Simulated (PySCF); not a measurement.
A calculated (BP86, PySCF 2.14, aug-cc-pVDZ, the non-relativistic Hamiltonian (point nucleus)) atom or ion has these occupied shells.

| shell | electrons | orbital energy (eV) | rms radius, mean of both spins (bohr) |
| --- | --- | --- | --- |
| 1s α | 1 | -743.22 | 0.204 |
| 1s β | 1 | -741.21 | 0.204 |
| 2s α | 1 | -93.161 | 0.965 |
| 2s β | 1 | -88.071 | 0.965 |
| 2p α | 2 | -75.140 | 0.913 |

Task: Name the element and its charge.

Result: F³⁺ (fluorine, charge +3), in [He] 2s2 2p2, high-spin 3P determinant.
